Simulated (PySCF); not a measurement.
Compound: C8H9F2 (doublet state).
Numbering: `[F:1][CH:2]([F:3])[C@@H:4]1[CH2:5][C:6]2[CH:7]=[CH:8][C@H:9]1[CH2:10]2` (hydrogens: H11 on C2; H12 on C4; H13, H14 on C5; H15 on C7; H16 on C8; H17 on C9; H18, H19 on C10)

Method used: PySCF, PBE0-D3(BJ)/def2-SVP geometry optimisation, gas phase.

Question: List the bond lengths, angles and torsions at this level.

Answer: 
| bond | length (Å) |
| --- | --- |
| F1–C2 | 1.354 |
| C2–F3 | 1.356 |
| C2–C4 | 1.504 |
| C4–C5 | 1.563 |
| C5–C6 | 1.526 |
| C6–C7 | 1.491 |
| C7=C8 | 1.346 |
| C8–C9 | 1.519 |
| C9–C10 | 1.548 |
| C4–C9 | 1.567 |
| C6–C10 | 1.515 |
| C2–H11 | 1.105 |
| C4–H12 | 1.102 |
| C5–H13 | 1.100 |
| C5–H14 | 1.100 |
| C7–H15 | 1.092 |
| C8–H16 | 1.092 |
| C9–H17 | 1.098 |
| C10–H18 | 1.098 |
| C10–H19 | 1.101 |

A selection of angles:
| angle | degrees |
| --- | --- |
| F1–C2–F3 | 107.6 |
| F1–C2–C4 | 109.9 |
| F3–C2–C4 | 110.2 |
| C2–C4–C5 | 113.5 |
| C2–C4–C9 | 114.3 |
| C5–C4–C9 | 103.2 |
| C4–C5–C6 | 100.1 |
| C5–C6–C7 | 109.8 |
| C5–C6–C10 | 103.4 |
| C7–C6–C10 | 103.0 |
| C6–C7–C8 | 105.2 |
| C7–C8–C9 | 107.3 |
| C8–C9–C10 | 100.0 |
| C4–C9–C8 | 107.5 |
| C4–C9–C10 | 99.3 |
| C6–C10–C9 | 91.2 |

Torsions: F1–C2–C4–C5 -65° (synclinal); C2–C4–C5–C6 -125° (anticlinal); C4–C5–C6–C7 70° (synclinal); C5–C6–C7–C8 -74° (synclinal); C6–C7–C8–C9 0° (synperiplanar); C7–C8–C9–C10 -35° (synclinal); C8–C9–C10–C6 51° (synclinal); C2–C4–C9–C8 58° (synclinal); C5–C6–C10–C9 61° (synclinal).

The 5-membered ring C4–C5–C6–C10–C9 has internal angles of 91.2° to 103.4°; it is puckered, 0.28 Å rms from its mean plane, widest ring torsion 61°. The 5-membered ring C6–C7–C8–C9–C10 has internal angles of 91.2° to 107.3°; it is puckered, 0.25 Å rms from its mean plane, widest ring torsion 53°. C6 (carbon bonded to 3 C) is pyramidal (angles 109.8°, 103.4° and 103.0°, sum 316.2°, 0.60 Å off the plane of its three neighbours). Of the pairs four or more bonds apart, C8···H11 is among the closest relative to their van der Waals radii: 2.68 Å, 93 % of the sum of Bondi's values. The 9 C–C bonds span 1.346 Å (C7=C8, drawn double in one of several resonance forms) to 1.567 Å (C4–C9, drawn single), a spread of 0.221 Å. C7 (carbon bonded to 2 C and H) is planar (angles 127.4°, 126.8° and 105.2°, sum 359.4°, 0.05 Å off the plane of its three neighbours). C8 (carbon bonded to 2 C and H) is planar (angles 127.2°, 125.1° and 107.3°, sum 359.6°, 0.05 Å off the plane of its three neighbours).

Point group: C1 (no symmetry element, even within 0.4 Å). PBE0-D3(BJ)/def2-SVP frequencies: not computed here. ⟨S²⟩ = 0.755 (exact for a doublet: 0.75).

One conformer stands for the species.
